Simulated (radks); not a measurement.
Effect of the nuclear size on the lead ion Pb2+, [Hg]. All-electron calculation, Dirac Kohn-Sham, PBE, spin-unpolarised, spherical densities, finite nucleus; Fermi nuclear charge, rms radius 5.5012 fm. Program: a radial shooting solver on a logarithmic mesh with Libxc functionals. The rms radius is varied about that value; shifts are against it.

rms radius (fm)  total energy shift (eV)  density at nucleus (e/bohr^3)  1s1/2 shift (meV)  2s1/2 shift (meV)  4p1/2 shift (meV)  5s1/2 shift (meV)  5p1/2 shift (meV)  6s1/2 shift (meV)  6p1/2 (empty) shift (meV)
4.5055                             -43.9                      2.984e+06             -17500              -2660              -3.26              -31.7              0.716              -3.67                      0.599
5.0666                             -19.8                      2.836e+06              -7870              -1200              -1.48              -14.3              0.321              -1.65                      0.270
5.5012                                 0                      2.736e+06              0.000              0.000              0.000              0.000              0.000              0.000                      0.000
5.9853                              23.1                      2.638e+06               9190               1400               1.74               16.6             -0.373               1.93                     -0.315
6.2274                              35.0                      2.593e+06              13900               2120               2.65               25.3             -0.564               2.93                     -0.478

Slopes of the eigenvalues against <r^2> in GHz/fm^2, as finite differences over the two radii next to the reference (eigenvalue slopes, not the field-shift constants of lines): 1s1/2 406000, 2s1/2 61700, 4p1/2 76.6, 5s1/2 736, 5p1/2 -16.5, 6s1/2 85.3, 6p1/2 (empty) -13.9.
